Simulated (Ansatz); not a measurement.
A made-up structure of AlHBrO, doublet:

```xyz
4
angstrom
O 0.3016 -1.3654 1.0623
Al 0.1243 0.0689 0.0161
Br -1.5081 0.0282 -0.7735
H 1.0823 1.2683 -0.3049
```

It is relaxed with PBE-D4/def2-SVP and then PBE0-D4/def2-TZVP (Ansatz 0.2.0). Atoms count as bonded within 1.22 times the sum of their covalent radii (H–H: 0.88 Å). The end point is not checked to be a true minimum.

(1) Does its bonding change? (Judge from chemistry; the calculation decides.)

Results:

(1) By the calculation: No: no bond forms or breaks.

Where it ends: The first stage lowers the energy by 2.75 eV in 7 steps. It ends as AlHBrO ([O][AlH][Br]):
```xyz
4
angstrom
O 0.4892 -1.2599 1.0858
Al 0.1476 0.0645 0.0308
Br -1.8668 0.0162 -0.9451
H 1.2300 1.1792 -0.1715
```

Labels in which every atom is bracketed show which atoms are joined, not bond orders.

For scale, one of the runs: PBE0-D4/def2-TZVP relaxation, 122 basis functions, launched by `ansatz run in.yaml --threads 2 --pin off --events-out ev --progress --plain --max-ram 4352MiB`. The run took about 43 s on 2 CPU threads of an Intel Xeon Platinum 8259CL (shared host).
